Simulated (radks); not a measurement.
Q: The boron ion B+, [He] 2s2. Method: non-relativistic Kohn-Sham, r2SCAN, spin-polarised, spherical densities, point nucleus; meta-GGA in the generalised Kohn-Sham scheme; computed with a radial shooting solver on a logarithmic mesh with Libxc functionals. Every spin shell is full or empty, so the densities are truly spherical. Functionals are evaluated on that one density, not self-consistently. Rank these orbital-free kinetic functionals by their error against the exact value of the orbitals, and give that value: Thomas-Fermi, von Weizsacker, TF + vW, TF + vW/9, APBEK, revAPBEK, Thakkar, Pearson, LKT, PG1, DePristo-Kress.

A: Exact: 24.2406 hartree. From best to worst, with 100 (|E| - |E exact|)/|E exact| (equal figures are ties): TF + vW/9 -0.01, APBEK -0.02, Thakkar +0.19, revAPBEK +0.79, DePristo-Kress -1.46, Pearson -4.26, von Weizsacker -8.02, Thomas-Fermi -10.23, PG1 +45.84, LKT +53.16, TF + vW +81.76.
